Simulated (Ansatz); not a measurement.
Cartesian coordinates (Å):
```xyz
8

N     -1.6191    -0.7338     0.6005
In     0.2945    -0.0657     0.4410
S      2.0932    -1.6540     0.3613
S      0.8058     2.2809     0.5589
H     -2.3394    -0.1076     0.2667
H     -1.7951    -1.6613     0.2371
H      3.0430    -0.7037     0.3925
H     -0.4829     2.6451     0.6818
```
Charge 0, multiplicity 1.

Method: frozen-core CCSD(T)/def2-TZVPP // B3LYP-D3(BJ)/def2-TZVP run with Ansatz (a quantum-chemistry and plane-wave program).

| Item | Value |
|---|---|
| HF energy | -1041.18461 Ha |
| MP2 correlation energy | -0.85665 Ha |

Q: Estimate the CCSD correlation energy, the (T) correction, the total energy and the T1 diagnostic.

A: 
* **CCSD correlation energy**: -0.89049 Ha
* **(T) correction**: -0.03694 Ha
* **CCSD(T) total energy**: -1042.11204 Ha
* **T1 diagnostic**: 0.014
